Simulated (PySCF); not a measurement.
# Levels of Fe(7+) from EOM-EA-GCCSD

Reference: closed-shell Fe(8+), [Ar]; one electron is added. Calculated with PySCF 2.14, two-component X2C-1e with screened spin-orbit coupling, an even-tempered Gaussian basis (20 s from 0.12 bohr⁻², ratio 2.6; 14 p from 0.16 bohr⁻², ratio 2.6; 6 d from 0.17 bohr⁻², ratio 2.8; 3 f from 6.5 bohr⁻², ratio 2.8); frozen [Ne]; the 58 highest virtual spinors dropped; of the others 56 kept and the rest restored at second order. No Breit or QED terms. Binding energies in eV.

```tsv
level	Koopmans	second order	EOM-CCSD
3d3/2	148.57	150.03	149.86
3d5/2	148.35	149.81	149.63
4s1/2	97.514	98.690	98.636
```

For comparison, the ionisation energy of Fe(7+) is 151.06 eV (measured; NIST Atomic Spectra Database, ionization energies).

Only part of the computed levels is shown.
